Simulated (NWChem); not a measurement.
System: CH5BO2; SMILES COBO

Here is an NWChem input.

```
start job
memory heap 200 mb stack 900 mb global 1100 mb
geometry units angstroms noautoz
  B     -0.646433     0.710965    -0.000217
  H     -1.720876     1.270506    -0.000150
  O      0.529159     1.397435    -0.000050
  H      0.396314     2.348536     0.000076
  O     -0.653555    -0.637602    -0.000486
  C      0.521081    -1.410615    -0.000511
  H      0.531597    -2.056963     0.891302
  H      0.530349    -2.058623    -0.891119
  H      1.428887    -0.788564    -0.001678
end
basis spherical
  * library def2-svp
end
dft
  xc xcamb88 1.00 lyp 0.81 vwn_5 0.19 hfexch 1.00
  cam 0.33 cam_alpha 0.19 cam_beta 0.46
  iterations 150
  vectors input atomic output neutral.movecs
end
task dft energy
charge 1
dft
  odft
  mult 2
  vectors input atomic output cation.movecs
end
task dft energy
```

Parts of the log:

```
             Northwest Computational Chemistry Package (NWChem) 7.3.0
             --------------------------------------------------------

 CS  symmetry detected

                             Geometry "geometry" -> ""
                             -------------------------

 Output coordinates in angstroms (scale by  1.889725989 to convert to a.u.)

  No.       Tag          Charge          X              Y              Z
 ---- ---------------- ---------- -------------- -------------- --------------
    1 B                    5.0000    -0.64918840     0.71392262     0.00000000
    2 H                    1.0000    -1.72418778     1.27239394     0.00000000
    3 O                    8.0000     0.52571977     1.40156238     0.00000000
    4 H                    1.0000     0.39192820     2.35253069     0.00000000
    5 O                    8.0000    -0.65496815    -0.63465082     0.00000000
    6 C                    6.0000     0.52043666    -1.40649431     0.00000000
    7 H                    1.0000     0.53097284    -2.05366203     0.89121030
    8 H                    1.0000     0.53097284    -2.05366203    -0.89121030
    9 H                    1.0000     1.42762299    -0.78354027     0.00000000

 Effective nuclear repulsion energy (a.u.)     117.7473561190

      Symmetry information
      --------------------

 Group name             Cs
 Group number              2
 Group order               2
 No. of unique centers     8

                                 NWChem DFT Module
                                 -----------------

 Summary of "ao basis" -> "ao basis" (spherical)
 ------------------------------------------------------------------------------
       Tag                 Description            Shells   Functions and Types
 ---------------- ------------------------------  ------  ---------------------
 B                          def2-svp                 6       14   3s2p1d
 H                          def2-svp                 3        5   2s1p
 O                          def2-svp                 6       14   3s2p1d
 C                          def2-svp                 6       14   3s2p1d

      Symmetry analysis of basis
      --------------------------

        a'         57
        a"         24

            General Information
            -------------------
          SCF calculation type: DFT
          Wavefunction type:  closed shell.
          No. of atoms     :     9
          No. of electrons :    32
           Alpha electrons :    16
            Beta electrons :    16
          Charge           :     0
          Spin multiplicity:     1
          Use of symmetry is: on ; symmetry adaption is: on
          Maximum number of iterations: 150
          AO basis - number of functions:    81
                     number of shells:    39
          Convergence on energy requested:  1.00D-06
          Convergence on density requested:  1.00D-05
          Convergence on gradient requested:  5.00D-04

              XC Information
              --------------
                     Hartree-Fock (Exact) Exchange  1.000
                   CAM-Becke88 Exchange Functional  1.000
                      VWN V Correlation Functional  0.190 local
              Lee-Yang-Parr Correlation Functional  0.810

           Range-Separation Parameters
           ---------------------------
           Alpha           :  0.19
           Beta            :  0.46
           Gamma           :  0.33
           Short-Range HF  :     F

             Grid Information
             ----------------
          Grid used for XC integration:  medium
          Radial quadrature: Mura-Knowles
          Angular quadrature: Lebedev.
          Tag              B.-S. Rad. Rad. Pts. Rad. Cut. Ang. Pts.
          ---              ---------- --------- --------- ---------
          B                   0.85       49          10.0       434
          H                   0.35       45          11.0       434
          O                   0.60       49          10.0       434
          C                   0.70       49          10.0       434
          Grid pruning is: on
          Number of quadrature shells:   376
          Spatial weights used:  Erf1

      Superposition of Atomic Density Guess
      -------------------------------------

 Sum of atomic energies:        -214.00750797

      Non-variational initial energy
      ------------------------------

 Total energy =    -215.887365
 1-e energy   =    -524.214062
 2-e energy   =     190.579340
 HOMO         =      -0.400169
 LUMO         =       0.073492

      Symmetry analysis of molecular orbitals - initial
      -------------------------------------------------

  Numbering of irreducible representations:

     1 a'          2 a"

  Orbital symmetries:

     1 a'          2 a'          3 a'          4 a'          5 a'
     6 a'          7 a'          8 a'          9 a'         10 a'
    11 a"         12 a'         13 a"         14 a'         15 a'
    16 a"         17 a"         18 a'         19 a'         20 a'
    21 a"         22 a'         23 a'         24 a'         25 a'
    26 a'

   convergence    iter        energy       DeltaE   RMS-Dens  Diis-err
 ---------------- ----- ----------------- --------- --------- ---------
 d= 0,ls=0.0,diis     1   -216.1718700911 -3.34D+02  1.19D-02  6.43D-01
 d= 0,ls=0.0,diis     2   -216.1975163810 -2.56D-02  4.97D-03  5.81D-01
 d= 0,ls=0.0,diis     3   -216.2475882437 -5.01D-02  9.37D-04  1.45D-02
 d= 0,ls=0.0,diis     4   -216.2489782140 -1.39D-03  2.35D-04  6.40D-04
 d= 0,ls=0.0,diis     5   -216.2490451457 -6.69D-05  7.91D-05  7.65D-05
  Resetting Diis
 d= 0,ls=0.0,diis     6   -216.2490537915 -8.65D-06  2.53D-05  9.56D-06
 d= 0,ls=0.0,diis     7   -216.2490546390 -8.47D-07  1.63D-05  1.36D-06
 d= 0,ls=0.0,diis     8   -216.2490545985  4.04D-08  8.17D-06  2.04D-06

         Total DFT energy =     -216.249054598509
      One electron energy =     -528.057812900000
           Coulomb energy =      222.553884449018
    Exchange-Corr. energy =      -28.492482266478
 Nuclear repulsion energy =      117.747356118951

 Numeric. integr. density =       32.000001149050

                  Occupations of the irreducible representations
                  ----------------------------------------------

                     irrep           alpha         beta
                     --------     --------     --------
                     a'               13.0         13.0
                     a"                3.0          3.0

                       DFT Final Molecular Orbital Analysis
                       ------------------------------------

 Vector   14  Occ=2.000000D+00  E=-4.066861D-01  Symmetry=a'
              MO Center= -3.3D-01,  3.2D-01,  2.4D-14, r^2= 3.0D+00
   Bfn.  Coefficient  Atom+Function         Bfn.  Coefficient  Atom+Function
  ----- ------------  ---------------      ----- ------------  ---------------
    43     -0.279935  5 O  py                23      0.276234  3 O  px
    15      0.251819  2 H  s                  4      0.244843  1 B  px
    16      0.178768  2 H  s                  5     -0.174070  1 B  py
    26      0.172700  3 O  px                42     -0.173246  5 O  px
    77      0.165616  9 H  s                 57      0.161851  6 C  py

 Vector   15  Occ=2.000000D+00  E=-3.751382D-01  Symmetry=a'
              MO Center= -3.8D-01, -7.6D-02,  3.3D-15, r^2= 2.8D+00
   Bfn.  Coefficient  Atom+Function         Bfn.  Coefficient  Atom+Function
  ----- ------------  ---------------      ----- ------------  ---------------
    42      0.367474  5 O  px                23      0.269498  3 O  px
    45      0.250522  5 O  px                16      0.244726  2 H  s
    15      0.225437  2 H  s                 56     -0.226324  6 C  px
    77     -0.215141  9 H  s                 41     -0.183502  5 O  s
     4      0.173930  1 B  px                43      0.168536  5 O  py

 Vector   16  Occ=2.000000D+00  E=-3.603954D-01  Symmetry=a"
              MO Center= -1.4D-01, -5.0D-01,  3.4D-15, r^2= 2.3D+00
   Bfn.  Coefficient  Atom+Function         Bfn.  Coefficient  Atom+Function
  ----- ------------  ---------------      ----- ------------  ---------------
    44      0.493467  5 O  pz                47      0.370131  5 O  pz
    25     -0.288788  3 O  pz                28     -0.227849  3 O  pz
    58     -0.206897  6 C  pz                67     -0.195648  7 H  s
    72      0.195648  8 H  s                 68     -0.116272  7 H  s
    73      0.116272  8 H  s                  6     -0.092002  1 B  pz

 Vector   17  Occ=0.000000D+00  E= 9.246597D-02  Symmetry=a"
              MO Center= -6.2D-01,  6.1D-01,  3.9D-12, r^2= 2.9D+00
   Bfn.  Coefficient  Atom+Function         Bfn.  Coefficient  Atom+Function
  ----- ------------  ---------------      ----- ------------  ---------------
     9      0.747555  1 B  pz                 6     -0.470778  1 B  pz
    28     -0.311355  3 O  pz                68      0.292609  7 H  s
    73     -0.292609  8 H  s                 47     -0.283916  5 O  pz
    25     -0.256995  3 O  pz                44     -0.251703  5 O  pz
    61     -0.238500  6 C  pz                58     -0.057051  6 C  pz

 Vector   18  Occ=0.000000D+00  E= 9.902449D-02  Symmetry=a'
              MO Center=  4.2D-01,  1.7D+00, -3.8D-12, r^2= 5.0D+00
   Bfn.  Coefficient  Atom+Function         Bfn.  Coefficient  Atom+Function
  ----- ------------  ---------------      ----- ------------  ---------------
    35      1.125860  4 H  s                 55     -0.983086  6 C  s
    22     -0.858699  3 O  s                 78      0.491530  9 H  s
     3      0.448902  1 B  s                 68      0.443923  7 H  s
    73      0.443923  8 H  s                 27     -0.299068  3 O  py
    59     -0.194650  6 C  px                24     -0.191423  3 O  py

[...]
```

Level: CAM-B3LYP/def2-SVP, vertical spin-unrestricted ions. All runs use the structure optimised with PBE0/def2-SVP.
